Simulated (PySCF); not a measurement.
# Two-component Hartree-Fock for Nb (niobium, neutral)

Start: [Kr] 4d5; 4d5/2 filled at m_j = -3/2, -1/2, +1/2, +3/2, +5/2. Calculated with PySCF 2.14 in x2c-SVPall-2c with one added diffuse shell each of s, p, d type (7s9p7d1f, 76 functions): generalised Hartree-Fock with the X2C-1e Hamiltonian and a Gaussian nucleus; one run each with spin-orbit coupling (SO) switched off, then screened by Boettger's factors. This is a chosen level, not necessarily the ground level.

| spinor shell | electrons | ε, spin-free (eV) | ε, screened SO (eV) | weight of nominal j (screened SO) | rms radius, screened SO (bohr) |
| --- | --- | --- | --- | --- | --- |
| 1s1/2 | 2 | -19081.0 | -19080.1 | 1.000 | 0.0415 |
| 2s1/2 | 2 | -2738.6 | -2738.4 | 1.000 | 0.171 |
| 2p1/2 | 2 | -2439.4 | -2505.6 | 1.000 | 0.149 |
| 3s1/2 | 2 | -485.78 | -485.72 | 1.000 | 0.471 |
| 3p1/2 | 2 | -384.99 | -396.16 | 1.000 | 0.471 |
| 3p3/2 | 4 | -384.99 | -379.71 | 1.000 | 0.482 |
| 3d3/2 | 4 | -220.13 | -221.96 | 0.980 | 0.472 |
| 3d5/2 | 6 | -220.13 | -218.86 | 0.987 | 0.475 |
| 4s1/2 | 2 | -69.500 | -69.492 | 1.000 | 1.25 |
| 4p1/2 | 2 | -40.585 | -44.333 | 0.663 | 1.43 |
| 4p3/2 | 4 | -40.585 | -38.752 | 0.831 | 1.41 |
| 4d5/2 | 5 | -5.796 | -5.796 | 0.586 | 2.56 |

Where does 2p3/2 lie, and what is the 2p spin-orbit splitting (screened SO)?

At -2408.2 eV, 97.388 eV above 2p1/2.

```tsv
quantity	spin-free	screened SO
E (hartree)	-3816.64064	-3817.03022
M_J	5/2	5/2
⟨J²⟩	8.755	8.755
⟨L²⟩	0.000	0.011
⟨S²⟩	8.755	8.756
```

Each row is a mean over spinors that exchange with the open shell spreads, by up to 6.311 eV (4p3/2).

Rows whose weight is well below 1 are mixtures of j = l ± 1/2: exchange outweighs spin-orbit coupling there, and the label is only the starting occupation.

Breit and QED terms are absent; they matter most for the inner s and p1/2 levels.

Densities and radii are taken from the X2C orbitals without a picture-change correction, which distorts them close to the nucleus.

Without spin-orbit coupling the j labels of p, d and f shells carry no meaning; the spin-free column gives the mean over the occupied spinors of each nl shell.
